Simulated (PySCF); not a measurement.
TPSS on W (tungsten, neutral), [Xe] 4f14 5d3 6s2 6p1, one real determinant (an excited configuration). Computed with PySCF 2.14 in aug-cc-pVDZ-PP with ECP60MDF, with scalar relativity through the core potential.

```
cycle= 1 E= -67.122611093216  delta_E= -0.0117  |g|= 0.0769  |ddm|= 0.801
cycle= 2 E= -67.1237734853784  delta_E= -0.00116  |g|= 0.092  |ddm|= 0.559
cycle= 3 E= -67.1307172499448  delta_E= -0.00694  |g|= 0.0288  |ddm|= 0.362
cycle= 4 E= -67.1311089612103  delta_E= -0.000392  |g|= 0.0142  |ddm|= 0.0482
cycle= 5 E= -67.1312726121673  delta_E= -0.000164  |g|= 0.00172  |ddm|= 0.0803
cycle= 6 E= -67.1312769642483  delta_E= -4.35e-06  |g|= 0.000677  |ddm|= 0.00756
cycle= 7 E= -67.1312777773935  delta_E= -8.13e-07  |g|= 9.22e-05  |ddm|= 0.0052
cycle= 8 E= -67.1312777947088  delta_E= -1.73e-08  |g|= 4.15e-05  |ddm|= 0.00073
cycle= 9 E= -67.1312777960788  delta_E= -1.37e-09  |g|= 3.61e-07  |ddm|= 0.000161
cycle= 10 E= -67.1312777960792  delta_E= -3.41e-13  |g|= 2.66e-08  |ddm|= 3.22e-06
converged SCF energy = -67.1312777960792  <S^2> = 6.5832924  2S+1 = 5.2281134
```

Highest occupied orbital energy: -2.737 eV; ⟨L²⟩ = 15.48; populations by l: s 3.61, p 7.00, d 3.39, f 0.00.

Question: Can this result be used?

Answer: Not for this state. Self-consistency was reached. ⟨L²⟩ = 15.48 against 20 for a pure G term, so this real determinant mixes terms. Energies and moments cover only the electrons outside the core potential. Spin-orbit coupling, absent here, splits the open shell strongly. ⟨S²⟩ = 6.58 against 6.00 shows spin contamination. The s, p, d and f populations moved away from the nominal configuration during the SCF.
